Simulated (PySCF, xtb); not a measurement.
C₂H₈FNSi₂, SMILES C=C[Si@@H](F)N[SiH3].

GFN2-xTB in xtb at its own geometry gives an orbital gap of 4.06 eV and a dipole moment of 2.25 D.

Geometry: B3LYP-D3(BJ)/def2-SVP. The structure was generated by enumeration; whether it is a known compound was not checked. The values are those of a single conformer.

Problem. What does PySCF with M06-2X/def2-TZVP give? (The exact figures need the calculation; the answer reports its results.)

Solution. gap 9.26 eV (levels -9.27 and -0.01 eV), dipole 2.00 D.
